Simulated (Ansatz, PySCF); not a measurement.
Reaction R1 + R2 → P1, each structure at its B3LYP-D3(BJ)/def2-TZVP stationary point, reached from a drawn start (curvature not checked).
R1, H3O3Si (SMILES O[Si](O)O) (charge 0, multiplicity 2, Z-matrix in Å and degrees):
```
Si
O 1 1.6472
H 2 0.9617 1 117.55
O 1 1.6472 2 108.17 3 -176.72
H 4 0.9617 1 117.55 2 -59.79
O 1 1.6472 2 108.17 3 -59.79
H 6 0.9617 1 117.55 2 -176.71
```
R2: CH3 (SMILES [CH3]), charge 0, multiplicity 2.
P1, CH6O3Si (SMILES C[Si](O)(O)O) (charge 0, multiplicity 1):
```xyz
11

C      1.23232    -0.33715    -0.86314
Si    -0.24360     0.06667     0.17066
O     -1.61336    -0.47660    -0.56816
O     -0.35643     1.69823     0.37684
O     -0.10928    -0.65268     1.64773
H      1.09842     0.02348    -1.88452
H      2.13018     0.12783    -0.45226
H      1.39367    -1.41592    -0.90078
H     -2.17587    -1.06521    -0.05953
H     -1.18293     2.11181     0.11717
H     -0.17313    -0.08047     2.41589
```

P less R. No zero-point or thermal terms; singlets are restricted closed shells; open shells are unrestricted. One arrangement of each flexible species, with no search for the lowest.

Frozen-core correlation throughout.

The values were computed with Ansatz (a first-principles code); PySCF for the D3/D4 terms. No computed number here is a measurement.

What reaction energy does CCSD(T)/cc-pV(T+d)Z give?

-418 kJ/mol

What is the computed reaction energy (B2PLYP-D3(BJ)/def2-TZVPP)?

-411 kJ/mol

Give the reaction energy at the level r2SCAN-D4/def2-TZVPP.

-391 kJ/mol
